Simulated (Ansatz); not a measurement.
Reaction (redistribution): `[SiH3][SiH]1CBC1` + `C=C(F)BCl` → `Cl[SiH]1CBC1` + `C=C(F)B[SiH3]`

Isolated molecules relaxed with PBE0-D4/def2-TZVP in Ansatz; ΔE leaves out vibrations. CCSD(T)/CBS is the MP2 limit (def2-TZVPP, def2-QZVPP) plus CCSD(T) − MP2 in def2-TZVPP, frozen cores. Functionals use def2-TZVPP. B3LYP here is the variant with VWN-RPA as its local correlation; programs differ in this. One conformer a species, not always the lowest.

`[SiH3][SiH]1CBC1`:

Z-matrix (Å, degrees):
```
Si
C 1 1.927
B 1 2.182 2 43.8
Si 1 2.332 2 117.7 3 90.5
C 1 1.927 2 81.4 3 -26.3
H 1 1.487 2 112.6 3 -137.3
H 2 1.085 1 125.0 3 -119.2
H 2 1.094 1 100.3 3 115.5
H 3 1.199 1 126.8 2 109.6
H 4 1.488 1 110.5 2 72.2
H 4 1.488 1 110.5 2 -167.8
H 4 1.487 1 109.6 2 -47.8
H 5 1.094 1 100.3 2 -89.2
H 5 1.085 1 125.0 2 145.5
```

`C=C(F)BCl`:

```xyz
8

C    -1.189   -0.548    0.166
C     0.134   -0.460    0.044
F     0.870   -1.582    0.117
B     0.855    0.883   -0.178
Cl    2.581    0.958   -0.332
H    -1.692   -1.496    0.322
H    -1.783    0.354    0.108
H     0.224    1.891   -0.246
```

`Cl[SiH]1CBC1`:

Z-matrix (Å, degrees):
```
Si
C 1 1.882
B 1 2.243 2 43.6
Cl 1 2.059 2 116.7 3 139.1
C 1 1.882 2 82.5 3 22.9
H 1 1.480 2 116.6 3 -93.2
H 2 1.099 1 101.4 3 -110.2
H 2 1.085 1 126.7 3 123.9
H 3 1.196 1 140.8 2 -107.0
H 5 1.086 1 126.7 2 -146.8
H 5 1.099 1 101.4 2 87.3
```

`C=C(F)B[SiH3]`:

Cartesian coordinates in Å:
```
C -0.436 1.367 1.808
C 0.159 0.604 0.888
F 1.499 0.437 0.985
B -0.575 -0.091 -0.267
Si 0.413 -1.222 -1.610
H -1.505 1.517 1.753
H 0.119 1.843 2.610
H -1.756 0.087 -0.310
H -0.480 -1.817 -2.640
H 1.439 -0.393 -2.305
H 1.123 -2.332 -0.911
```

**Question.** Is it downhill or uphill in electronic energy at CCSD(T)/CBS, and by how much? (Estimate.)

**Answer.** The calculation gave: Uphill: ΔE = +3.4 kcal/mol.

**Question.** What do these levels give: PBE-D4, B3LYP-D4, B3LYP, MP2/def2-QZVPP, HF/CBS(def2), CCSD/CBS(def2)? (An estimate is asked.)

**Answer.** Computed: PBE-D4 6.2, B3LYP-D4 3.7, B3LYP 3.2, MP2/def2-QZVPP 3.8, HF/CBS(def2) -0.8, CCSD/CBS(def2) 2.4 kcal/mol.

Largest T1 diagnostic among the species: 0.013.

In def2-TZVPP, CCSD(T) changes the Hartree–Fock value by +5.1 kcal/mol (the triples alone add +1.0 kcal/mol) and MP2 by +5.1 kcal/mol. From PBE to PBE0 (25 % exact exchange), in def2-TZVPP and without D4, ΔE moves by −1.2 kcal/mol.
